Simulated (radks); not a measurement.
Q: Ta II, 72 electrons, occupied as [Xe] 4f14 5d3 6s1. Method: scalar-relativistic Kohn-Sham, PBE, spin-polarised, spherical densities, finite nucleus; open shells are filled with parallel spins first (spin-orbit coupling, left out, can overturn this in heavy ions); Fermi nuclear charge, rms radius 5.3507 fm; computed with a radial shooting solver on a logarithmic mesh with Libxc functionals. Some entries of the table are withheld. Estimate them.

orbital  occ.  eigenvalue (hartree)  <r> (bohr)  r(max) (bohr)
1s up       1             -2475.200     0.01867        0.01168
1s down     1             -2475.200     0.01867        0.01168
2s up       1             -425.5024     0.07896        0.06686
2s down     1             -425.4981     0.07896        0.06686
2p up       3             -372.9992     0.07057        0.05476
2p down     3             -372.9958     0.07057        0.05476
3s up       1             -97.67228      0.2048         0.1887
3s down     1             -97.67136      0.2048         0.1887
3p up       3             -82.04906      0.2049         0.1865
3p down     3             -82.04796      0.2049         0.1865
3d up       5             -63.79672      0.1856         0.1520
3d down     5             -63.79419      0.1856         0.1520
4s up       1             -20.11671      0.4588         0.4289
4s down     1             -20.11340      0.4588         0.4289
4p up       3             -14.99013      0.4877         0.4495
4p down     3             -14.98702      0.4877         0.4496
4d up       5              -8.42178      0.5231         0.4614
4d down     5              -8.41789      0.5230         0.4615
5s up       1              -2.95669       1.104         0.9902
5s down     1              -2.91329       1.097         0.9869
5p up       3                   (1)         (2)          1.128
5p down     3                   (3)         (4)          1.121
4f up       7              -1.16728      0.6421         0.4414
4f down     7              -1.15664      0.6367         0.4412
6s up       1              -0.45480       3.013          2.638
5d up       3                   (5)       2.090          1.583
5d down     0                   (6)       2.069          1.549

A: 
(1) 5p up eigenvalue (hartree): -1.73199
(2) 5p up <r> (bohr): 1.300
(3) 5p down eigenvalue (hartree): -1.67083
(4) 5p down <r> (bohr): 1.287
(5) 5d up eigenvalue (hartree): -0.41676
(6) 5d down eigenvalue (hartree): -0.32531
